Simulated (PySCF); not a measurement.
C2H6BO2, SMILES CO[B]OC (connectivity only; charge and spin as stated), charge +1, multiplicity 1. Atoms are numbered in the order given.

```xyz
11

C     -2.6232     0.0540    -0.1396
O     -1.2342    -0.1522     0.1469
B      0.0000     0.0000     0.1077
O      1.2342     0.1522     0.1469
C      2.6232    -0.0540    -0.1396
H     -2.7843    -0.1429    -1.2057
H     -3.1855    -0.6528     0.4798
H     -2.8741     1.0893     0.1187
H      2.8741    -1.0893     0.1187
H      2.7843     0.1429    -1.2057
H      3.1855     0.6528     0.4798
```
Charge +1, spin multiplicity 1.

Geometry: PBE0-D3(BJ)/def2-SVP. The multiplicity is an assumed one; no other spin state was optimised. The isomer is the one that the SMILES or the coordinates give; other isomers of the formula were not compared. Other conformers were not sampled.

Level of theory: PBE/def2-TZVP run with PySCF.

The molecule is in vacuum.

```
Property                                                           Value
------------------------------------------------  ----------------------
total energy                                          -254.68896 hartree
point group                                                           C2
highest occupied level                                         -13.35 eV
lowest empty level                                              -6.08 eV
orbital gap                                                      7.26 eV
dipole moment about the centre of nuclear charge               0.128 e·Å
mean static polarisability                          43.0 bohr³ (6.38 Å³)
polarisability, principal values                  32.5, 32.5, 64.1 bohr³
```
